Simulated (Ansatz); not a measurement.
The cluster PbO2H2. The state is a singlet with charge 0. Geometry PBE0-D4/def2-TZVP; atoms count from 1.

```xyz
5

Pb   -0.7085   -0.9618   -0.7790
O     0.8806    0.5051    0.2671
O    -0.0985   -0.1183    1.1528
H     1.7030    0.0834    0.5475
H    -1.7766    0.4916   -1.1884
```

In the def2 sets Pb takes a core potential; there is no spin–orbit coupling. The structure holds 1 bond(s) between oxygen atoms. Another isomer (singlet) lies 4.10 eV lower at PBE0-D4/def2-TZVP; other spin states weren't run for this one.

(1) Estimate the Mulliken populations from the PBE0/def2-TZVP orbitals of Ansatz.

(2) And the Mayer bond orders between bonded heavy atoms (over 0.3)?

## Answers

(1) 
| atom | charge (e) |
| --- | --- |
| Pb1 | 0.55 |
| O2 | -0.33 |
| O3 | -0.43 |
| H4 | 0.34 |
| H5 | -0.13 |
Mulliken values and Mayer orders depend strongly on the basis.

(2) Pb1–O3 0.63 (2.19 Å); O2–O3 0.84 (1.46 Å).
